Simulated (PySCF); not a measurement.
**LiGe: energy against distance**

Set-up: basis Li 6-31G(d,p), Ge 6-31G(d,p); no relativity; PySCF 2.14. Energies in eV from Li + Ge in their ground configurations at the same level. State: ⁴Σ⁻ (quartet), unpaired electrons σ ↑, π ↑↑.

All columns are PBE0. A positive dipole means Li(−)Ge(+).

```csv
R (Å),E (eV),μ (D),Mulliken charge on Li (basis-dependent),HOMO (eV),LUMO (eV),Mayer bond order,⟨S²⟩
2.084,-1.340,-4.91,0.15,-4.82,-1.65,1.29,3.75
2.181,-1.515,-5.19,0.20,-4.72,-1.71,1.22,3.75
2.278,-1.612,-5.48,0.24,-4.63,-1.77,1.16,3.75
2.350,-1.646,-5.69,0.26,-4.57,-1.80,1.12,3.75
2.423,-1.655,-5.89,0.28,-4.51,-1.83,1.09,3.75
2.496,-1.645,-6.09,0.30,-4.45,-1.86,1.05,3.75
2.593,-1.607,-6.36,0.32,-4.38,-1.89,1.01,3.75
2.714,-1.533,-6.66,0.34,-4.30,-1.93,0.96,3.75
2.859,-1.420,-7.00,0.36,-4.22,-1.96,0.91,3.75
3.053,-1.249,-7.36,0.38,-4.14,-2.05,0.84,3.75
```

A fit through these points gives, at Re = 2.417 Å, μ = -5.88 D and dμ/dR = -2.82 D/Å; the reduced mass is 6.408 u.

Task: How strong is the fundamental in the double-harmonic approximation, I = 42.26·(dμ/dR)²/μred km/mol?

Result: I = 42.26·(-2.82)²/6.408 = 52.4 km/mol at PBE0.

Spin–orbit coupling is left out. The state is the lowest determinant that a PBE0 search found; another state may lie lower at other levels.
